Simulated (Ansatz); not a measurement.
```yaml
crystal:
  periodic: [false, false, false]
  atoms:
    - {symbol: O, position_ang: [0.013063, -1.529413, 0.103891]}
    - {symbol: In, position_ang: [0.295022, 1.174856, -0.136834]}
    - {symbol: H, position_ang: [-0.409875, -1.783800, 1.061763]}
    - {symbol: H, position_ang: [-0.678234, -1.889416, -0.640198]}
    - {symbol: H, position_ang: [-0.794013, 1.194545, -1.746813]}
    - {symbol: H, position_ang: [-0.576933, 1.482033, 1.573704]}
    - {symbol: H, position_ang: [2.219625, 1.275036, -0.266807]}
basis:
  gaussian: {orbitals: def2-mTZVPP}
hamiltonian: {xc: {name: PBE-QIDH}}
accuracy: high
scf: {lower_state_search: light}
output: {forces: true}
```

```sh
$ ansatz run in.yaml --threads 4 --pin off --events-out ev --progress --plain --max-ram 10444MiB
```

It prints (some lines left out):

```
Functional definition: PBE-QIDH
1871 factors; integrals over basis functions are off by at most 1.7e-8 eV
mean field evaluation 1: about -7285.1413 eV, gradient 3.3e1 eV
mean field evaluation 2: about -7285.1643 eV, gradient 3.3e1 eV
mean field evaluation 4: about -7287.1643 eV, gradient 1.8e0 eV
mean field evaluation 8: about -7287.1764 eV, gradient 1.5e-1 eV
mean field evaluation 16: about -7287.1765 eV, gradient 1.3e-5 eV
mean field -7287.17648735 eV, -267.7987964846 hartree, gradient 7.6e-9 eV, S^2 0.000000; 0 other end points of the search recorded, 0 dependent functions left out
5 core orbitals not correlated: weight in the atoms' cores, before any rotation towards them, 1.000 or more for the frozen orbitals, at most 0.000 for the correlated occupied ones
reference -7287.17648907 eV, -267.7987965477 hartree; 12, 12 occupied and 68, 68 virtual orbitals, 1871 factors
second order -11.48421735 eV of doubles, -0.00000000 eV of singles
Total energy: -7291.00456152 eV, -267.9394756154 hartree
Atom 0 at     0.013063    -1.529413     0.103891 Å, force    -3.979378    -1.837380     0.738652 eV/Å
Atom 1 at     0.295022     1.174856    -0.136834 Å, force    -0.087972    -0.010791     0.013282 eV/Å
Atom 2 at    -0.409875    -1.783800     1.061763 Å, force     1.451236     0.948988    -4.042801 eV/Å
Atom 3 at    -0.678234    -1.889416    -0.640198 Å, force     2.604767     1.399376     3.253601 eV/Å
Atom 4 at    -0.794013     1.194545    -1.746813 Å, force     1.038822    -0.050860     1.527354 eV/Å
Atom 5 at    -0.576933     1.482033     1.573704 Å, force     0.833534    -0.321170    -1.616925 eV/Å
Atom 6 at     2.219625     1.275036    -0.266807 Å, force    -1.861009    -0.128163     0.126837 eV/Å
Dipole moment:    -0.349671    -0.590567     0.098505 e Å
```

Run time 6 s (4 threads of an Arm Neoverse V1 on a shared host); peak host memory 0.32 GiB.
